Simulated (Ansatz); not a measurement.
Species: Si2F6, net charge 0, singlet state. SMILES: F[Si](F)([Si](F)(F)F)F
Structure (B3LYP-D3(BJ)/def2-TZVP (Ansatz, an electronic-structure program) minimum search):
```xyz
8

F      1.6046    -1.5923    -0.2008
Si     1.1619    -0.0853    -0.0296
F      1.7497     0.7453    -1.2384
F      1.7944     0.4691     1.3079
Si    -1.1619     0.0853     0.0296
F     -1.6044     1.5910     0.2126
F     -1.7937    -0.4583    -1.3127
F     -1.7506    -0.7548     1.2313
```

Wanted: vertical triplet-singlet gap (E(triplet) - E(singlet); each state is the SCF solution reached for its spin; the molecule has degenerate orbitals, so one determinant may break the symmetry), in eV. Cores are frozen in the correlated levels unless marked. UHF or UKS for open shells. No spin-orbit coupling. Non-relativistic. CBS marks a two-point X^-3 extrapolation of the correlation energy; Hartree-Fock from the larger set.

| level | program | vertical triplet-singlet gap (eV) |
|---|---|---|
| SVWN5/def2-TZVPD | Ansatz | 6.55 |
| PBE/def2-TZVPD | Ansatz | 6.42 |
| wB97M-V/def2-TZVPD | Ansatz | 7.27 |
| wB97X-V/def2-TZVPD | Ansatz | 7.18 |
| B2PLYP/def2-TZVPD | Ansatz | 7.12 |
| MP2/aug-cc-pV(D+d)Z | Ansatz | 7.35 |
| RI-MP2/CBS(aug-cc-pV(T+d)Z,aug-cc-pV(Q+d)Z) | Ansatz | 7.33 |
| SCS-MP2/aug-cc-pV(D+d)Z | Ansatz | 7.51 |
| CCSD/aug-cc-pV(D+d)Z | Ansatz | 7.40 |
